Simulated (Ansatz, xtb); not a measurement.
Two isomers of C5H8NOS+

Structure X: `COc1csc[n+]1C`, a singlet. Structure Y: `C[n+]1csc(CO)c1`, a singlet. Both are isolated ions in the gas phase, relaxed with PBE-D3(BJ)/def2-SVP; the shapes shown needn't be the lowest conformers.

X (Å):

```tsv
atom	x (Å)	y (Å)	z (Å)
C	0.5542	-0.4823	-1.0953
C	0.5829	0.8652	0.8471
C	1.8484	0.5639	1.3201
C	0.6412	2.1599	2.7353
C	-1.4423	2.2424	1.3669
N	-0.0836	1.7776	1.6731
O	-0.0900	0.4591	-0.2121
S	2.1690	1.4289	2.7825
H	1.4776	-0.0385	-1.5202
H	0.7864	-1.4205	-0.5513
H	-0.1716	-0.6841	-1.9009
H	2.5934	-0.1117	0.8871
H	0.2726	2.8708	3.4861
H	-2.1253	1.3728	1.3341
H	-1.4430	2.7377	0.3777
H	-1.7657	2.9512	2.1477
```

Y (Å):

```xyz
16

C    -0.4419   -0.8970   -0.7459
C     1.7069    0.0557    0.0419
C     0.7415    1.7921    1.4887
C     0.4452    2.9239    2.4313
C    -0.1962    1.0199    0.8475
N     0.3697    0.0473    0.0372
O    -0.9510    3.0213    2.5054
S     2.3465    1.2696    1.0509
H    -1.0862   -0.3307   -1.4445
H    -1.0720   -1.4926   -0.0586
H     0.2228   -1.5684   -1.3158
H     2.3198   -0.6440   -0.5415
H     0.9356    3.8503    2.0395
H     0.9284    2.7016    3.4158
H    -1.1870    3.7451    3.1135
H    -1.2838    1.1245    0.9362
```

Energies in hartree; the thermal terms are from GFN2-xTB frequencies at re-optimised GFN2-xTB minima (ideal gas, soft modes damped towards free rotors, one conformer each, 298.15 K, 1 atm) and include the zero-point energy:

```
                              X           Y
E, CCSD(T)/def2-SVP  −721.474009  −721.480208
    E, MP2/def2-SVP  −721.369947  −721.377769
  E, MP2/def2-TZVPP  −722.148038  −722.157312
  zero-point energy     0.123946     0.123683
       H(298 K) − E     0.133452     0.133266
       G(298 K) − E     0.090478     0.089881
```

Problem. Correct the CCSD(T) difference for the basis set by the MP2 change, then work out ΔE, ΔE₀, ΔH and ΔG for X → Y in kJ/mol (1 Eh = 2625.50 kJ/mol) and the equilibrium ratio [Y]/[X].

Solution. 1. Differences Y − X: CCSD(T) −0.006199, MP2 in the small set −0.007822, MP2 in the large set −0.009274 Eh.
2. ΔE = −0.006199 + (−0.009274 − (−0.007822)) = −0.007651 Eh = −20.09 kJ/mol.
3. ΔE₀ = ΔE + ΔZPE = −0.007651 + (−0.000263) Eh = −20.78 kJ/mol.
4. ΔH = ΔE + (−0.000186) Eh = −20.58 kJ/mol.
5. ΔG = ΔE + (−0.000597) Eh = −21.66 kJ/mol, so ΔS = (ΔH − ΔG)/T = +3.6 J/(mol K).
6. kT = 0.9442 mEh, so K = [Y]/[X] = exp(−ΔG/kT) = exp(+8.74) ≈ 6.2 × 10^3.

Structure Y is favoured at this temperature. An error of 4 kJ/mol in ΔG would change K by a factor of 5. GFN2-xTB, HF/STO-3G gave ΔE the other sign. Mirror images and further conformers aren't counted.

As drawn, Y has 1 C–C, 1 O–H in place of 1 C–O, 1 C–H.

Other levels gave ΔE = +21.5 (GFN2-xTB); +28.1 (HF/STO-3G, GFN2-xTB geometries); −3.4 (r2SCAN-D4/def2-SVP, GFN2-xTB geometries); −2.9 (PBE-D3(BJ)/def2-SVP); −15.4 (HF/def2-SVP); −20.5 (MP2/def2-SVP); −16.3 (CCSD(T)/def2-SVP) kJ/mol. The correlated steps freeze 12 core orbitals. Programs: Ansatz 0.2.0, xtb 6.7.1.
